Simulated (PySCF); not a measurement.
Removing an electron from 6-chloro-2-hydroxypyridine

Compound: 6-chloro-2-hydroxypyridine, C5H4ClNO.
Bonds: O1–C2, C2–C3 (aromatic), C3–C4 (aromatic), C4–C5 (aromatic), C5–C6 (aromatic), C6–Cl7, C6–N8 (aromatic), C2–N8 (aromatic). Hydrogens: H9 on O1; H10 on C3; H11 on C4; H12 on C5.

Level: CAM-B3LYP/def2-SVPD (PySCF). Frontier orbitals with their largest atomic shares (Löwdin; up to four atoms above 4 %):

| orbital | ε (eV) | main atoms |
| --- | --- | --- |
| HOMO−3 | -10.58 | Cl7 82 %, C6 9 % |
| HOMO−2 | -9.98 | N8 57 %, C2 9 %, C6 8 %, Cl7 8 % |
| HOMO−1 | -9.87 | N8 30 %, C4 16 %, Cl7 16 %, C3 8 % |
| HOMO | -8.33 | ? |
| LUMO | -0.10 | C4 23 %, N8 18 %, C6 17 %, C3 16 % |
| LUMO+1 | 0.50 | C2 21 %, C5 20 %, C6 13 %, C4 10 % |
| LUMO+2 | 1.26 | O1 21 %, Cl7 16 %, C2 11 %, H9 10 % |

Q: What vertical ionisation energy does ΔSCF give, and how far is −ε(HOMO) from it?

A: ΔSCF: 9.06 eV (874 kJ/mol; threshold wavelength 137 nm); ⟨S²⟩ of the doublet left behind is 0.778, against 0.75 for a pure doublet. −ε(HOMO) is 8.33 eV, 0.73 eV below it. For the exact functional −ε(HOMO) would equal the first vertical ionisation energy; CAM-B3LYP (range-separated hybrid) falls short of its own ΔSCF value by 8 %. Holes in the HOMO−1 and HOMO−2 were tried too where these lie within 1.2 eV of the HOMO; the lowest converged state counts.

Q: On which atoms does the HOMO lie?

A: C5 (aromatic CH carbon) 20 %, C3 (aromatic CH carbon) 18 %, O1 (phenol-type oxygen) 13 %, C6 (aromatic C–Cl carbon) 13 %, so no atom holds as much as 40 %. The HOMO−1 lies 1.54 eV lower.

Q: And the vertical electron affinity, the fundamental gap, Mulliken's electronegativity and the hardness (with the factor ½)?

A: EA = -0.55 eV by ΔSCF (−ε(LUMO) = 0.10 eV); a negative value means that the added electron isn't bound at this geometry and level, and the number then depends on the basis. IE − EA = 9.61 eV against an orbital gap of 8.23 eV; (IE + EA)/2 = 4.25 eV; (IE − EA)/2 = 4.81 eV.

Q: What kinetic energy would electrons from this vertical process carry with Lyman-α light (10.199 eV)?

A: 10.20 − 9.06 = 1.14 eV.

Q: The lowest singlet excitation (vertical TDDFT, same level) lies at 5.08 eV. How far is it below IE − EA?

A: IE − EA = 9.61 eV, so by 4.53 eV.

Q: Shift the occupied levels rigidly so that −ε(HOMO) equals the ΔSCF value. What binding energies result?

A: The shift is +0.73 eV: HOMO 9.06, HOMO−1 10.60, HOMO−2 10.71, HOMO−3 11.31 eV. A rigid shift is only a rough guide to the deeper ionisations.

Q: With α = 82.8 au, estimate the like-pair dispersion coefficient by London's formula C6 = (3/4)α²I.

A: I = 0.3329 Eh, so C6 ≈ 1710 au, a rough estimate.

Geometry: PBE0-D3(BJ)/def2-SVP, one conformer, isolated molecule.

Conformer computed: `[OH:1][c:2]1[cH:3][cH:4][cH:5][c:6]([Cl:7])[n:8]1`: H–O1–C2–C3 180°.
